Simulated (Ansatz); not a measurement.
**Redistribution: C4H9Br + CBrCl2F → C4H9Cl + CBr2ClF**

Species: C4H9Br (1-bromobutane) `CCCCBr`, singlet; CBrCl2F (bromodichlorofluoromethane) `FC(Cl)(Cl)Br`, singlet; C4H9Cl (1-chlorobutane) `CCCCCl`, singlet; CBr2ClF (dibromochlorofluoromethane) `FC(Cl)(Br)Br`, singlet. The partners trade Br for Cl; both sit on C, so the bond types are kept.

Shapes, held fixed at every level: PBE0-D4/def2-TZVP. Flexible molecules stand in one conformer, not always the lowest. Programs: Ansatz 0.2.0. The zero-point and thermal change to 298 K, harmonic and unscaled (PBE0-D4/def2-TZVP), is +0.3 kJ/mol.

**What was measured.** Tabulated heats of formation (Active Thermochemical Tables, CRC Handbook of Chemistry and Physics): C4H9Br -107.1 (CRC); CBrCl2F -240.0 (ATcT); C4H9Cl -154.4 (CRC); CBr2ClF -187.4 (ATcT) kJ/mol, which give ΔH(298 K) = +5.3 kJ/mol.

| level | kind | ΔH (kJ/mol) | computed − measured |
| --- | --- | --- | --- |
| HF/def2-TZVPP | Hartree–Fock | +10.2 | +4.9 |
| B3LYP-D4/def2-TZVPP | global hybrid | +6.4 | +1.1 |
| BHLYP-D4/def2-TZVPP | global hybrid | +7.5 | +2.2 |
| PBE0-D4/def2-TZVPP | global hybrid | +7.9 | +2.6 |
| r2SCAN0-D4/def2-TZVPP | global hybrid | +8.9 | +3.6 |
| MP2/def2-SVP | perturbation theory | +11.5 | +6.2 |
| CCSD(T)/def2-TZVPP | coupled cluster or CI | +8.9 | +3.6 |

Nearest: B3LYP-D4/def2-TZVPP (+1.1); farthest: MP2/def2-SVP (+6.2). 7 of 7 levels lie within 10 kJ/mol. The heats of C4H9Br, C4H9Cl come from older tables and can be uncertain by 10 kJ/mol or more. Relativity is left out for Br. Outer-core shells of Br are correlated in most correlated rows, in sets that cover them unevenly.
